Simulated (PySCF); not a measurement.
Species: C₂H₁₀O₃SSi₃.
SMILES with atom numbers: `[CH3:1][S@@:2](=[O:3])[C@H:4]1[SiH2:5][O:6][Si@@H:7]1[O:8][SiH3:9]`

NICS is the negative of the GIAO shielding at a point without a nucleus: at the ring centre (0) and 1 Å above and below it (1); zz is the component along the ring normal. Level: GIAO PBE0/pcSseg-1 (PySCF, non-relativistic, gas phase) on the GFN2-xTB geometry, one conformer.

Ring bond lengths (Å), with Mayer bond orders in brackets: C4–Si5 1.925 (0.83), Si5–O6 1.657 (0.96), O6–Si7 1.662 (0.93), Si7–C4 1.915 (0.77).

What do the NICS probes read (ppm)?

| ring | type | NICS(0) | NICS(1), two faces | NICS(1)zz, two faces | rms pucker (Å) | centre to ring atoms, mean (Å) |
| --- | --- | --- | --- | --- | --- | --- |
| C4–Si5–O6–Si7 | 4-membered ring with O and 2 Si; formal bonds all single | -4.5 | -2.2 / -2.1 | 0.8 / -0.7 | 0.02 | 1.26 |

What do they say, and how far can they be read as aromaticity?

- C4–Si5–O6–Si7: mean NICS(1)zz 0.0 ppm, near zero. C4, Si5, Si7 have four or more neighbours, so the value isn't read as a sign of a π ring current.

At the first NICS(1) probe listed for ring C4–Si5–O6–Si7, 1 Å off the ring, what do the in-plane components average?

The isotropic value is a third of the trace: (3 × -2.2 − (0.8))/2 = -3.7 ppm.

List the ring angles and the Hirshfeld charges of the ring atoms.

- C4–Si5–O6–Si7: C4 83.5° (-0.234 e), Si5 87.7° (+0.406 e), O6 100.8° (-0.332 e), Si7 87.9° (+0.460 e); sum 359.9° against 360° for a flat convex ring.

How shielded are the nuclei of the rings and their hydrogens (means over atoms taken as equivalent)?

| atoms | environment | σ isotropic (ppm) | principal values of the symmetric part, first atom (ppm) |
| --- | --- | --- | --- |
| C4 | sp3 carbon bound to sulfur | 121.3 | 94.4, 115.0, 154.4 |
| Si5 | oxygen-bound silicon | 363.2 | 320.9, 354.6, 414.1 |
| O6 | siloxane oxygen | 214.6 | 90.3, 271.0, 282.6 |
| Si7 | oxygen-bound silicon | 370.7 | 358.9, 368.6, 384.6 |
| H on C4 | methine hydrogen | 29.09 | 26.6, 29.2, 31.5 |
| H on Si5 | Si–H hydrogen | 26.19 | 23.2, 24.5, 30.9 |
| H on Si5 | Si–H hydrogen | 26.18 | 22.7, 24.1, 31.7 |
| H on Si7 | Si–H hydrogen | 26.00 | 22.1, 25.2, 30.8 |

Shape of the structure used: `[CH3:1][S@@:2](=[O:3])[C@H:4]1[SiH2:5][O:6][Si@@H:7]1[O:8][SiH3:9]`: C1–S2–C4–Si5 -166°, O6–Si7–O8–Si9 3°.
